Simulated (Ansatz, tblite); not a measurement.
Removing and adding an electron: Sn₂₉H₃₆, a nanocrystal cut from cubic tin. Charge 0, multiplicity 1. Geometry: PBE-D4/def2-SVP. Ansatz, gas phase; energy differences of separate SCF runs; the oxidised species was run as a doublet alone; the reduced species was run as a doublet alone.

```xyz
65

Sn   -1.181    4.318    3.130
Sn   -3.601    0.633    4.062
Sn   -2.392    1.470   -0.374
Sn    0.714    0.879    5.345
Sn   -1.087    2.469   -4.751
Sn    0.112    5.272   -1.433
Sn    2.034    1.731    0.940
Sn    3.224    2.722   -3.468
Sn   -3.681   -1.493   -3.750
Sn   -4.889   -2.383    0.502
Sn   -0.443   -2.054    1.899
Sn   -1.784   -4.932   -1.538
Sn    0.799   -1.147   -2.464
Sn    5.265   -0.970   -1.094
Sn    2.848   -4.657   -0.156
Sn    4.059   -1.852    3.155
Sn   -1.933    3.519   -2.273
Sn   -4.414   -0.275   -1.312
Sn   -3.175    2.611    2.095
Sn    1.221    2.864    3.404
Sn   -1.245   -0.893    4.353
Sn    0.000    0.000    0.000
Sn    1.238    0.921   -4.348
Sn    2.461    3.780   -0.966
Sn    4.418    0.249    1.306
Sn   -1.246   -2.873   -3.391
Sn   -2.475   -3.778    0.942
Sn    1.957   -3.510    2.263
Sn    3.189   -2.613   -2.071
H    -1.681    4.866    4.705
H    -0.964    5.722    2.132
H    -3.945    1.416    5.577
H    -4.962   -0.372    3.675
H     0.094    1.646    6.779
H     2.165    0.037    5.792
H    -2.341    1.544   -5.516
H    -0.694    3.791   -5.813
H    -0.357    6.174   -0.027
H     0.424    6.413   -2.709
H     3.335    4.026   -4.615
H     4.783    1.963   -3.390
H    -3.569   -0.333   -5.036
H    -4.910   -2.642   -4.192
H    -5.567   -1.803    1.989
H    -6.041   -3.479   -0.208
H    -3.142   -5.855   -2.116
H    -0.439   -6.017   -1.384
H     5.750    0.210   -2.270
H     6.649   -1.969   -0.754
H     1.752   -5.878   -0.722
H     4.385   -5.424    0.121
H     3.756   -1.247    4.753
H     5.521   -2.795    3.217
H    -3.414    4.415   -2.495
H    -5.881    0.643   -1.537
H    -4.646    3.516    1.849
H     2.484    3.925    3.974
H    -1.513   -2.170    5.512
H     1.731    0.201   -5.860
H     3.717    4.838   -0.374
H     5.663    1.328    1.883
H    -0.740   -3.571   -4.908
H    -2.737   -5.039    2.120
H     1.673   -4.772    3.435
H     3.671   -3.316   -3.594
```

In the def2 sets Sn takes a core potential; there is no spin–orbit coupling. The xTB rows come from tblite. Single mean-field runs in def2-SVP are fitted with def2-universal-jkfit.

Question: Estimate orbital energies and vertical ionisation energies and electron affinities at: GFN1-xTB; GFN2-xTB; LDA (SPW92)/def2-SVP; PBE-D4/def2-SVP; PBE0-D4/def2-SVP.

Answer: 
| level | −HOMO (eV) | vertical IE (eV) | −LUMO (eV) | vertical EA (eV) | HOMO–LUMO gap (eV) | IE − EA (eV) |
| --- | --- | --- | --- | --- | --- | --- |
| GFN1-xTB | 10.39 | 11.48 | 9.29 | 8.21 | 1.10 | 3.28 |
| GFN2-xTB | 10.80 | 11.83 | 10.13 | 9.10 | 0.67 | 2.73 |
| LDA (SPW92)/def2-SVP | 5.83 | – | 3.33 | 2.22 | 2.50 | – |
| PBE-D4/def2-SVP | 5.75 | – | 3.11 | 2.08 | 2.63 | – |
| PBE0-D4/def2-SVP | 6.55 | 7.37 | 2.45 | 1.76 | 4.11 | 5.61 |

Run but left out: LDA (SPW92)/def2-SVP, PBE-D4/def2-SVP (charge +1 doublet: an occupied level 0.00 to 0.01 eV above an empty one).   Raw xTB energy differences between charge states are shifted by several eV; the methods need an empirical correction for them. Sets without diffuse functions give affinities that are too small.
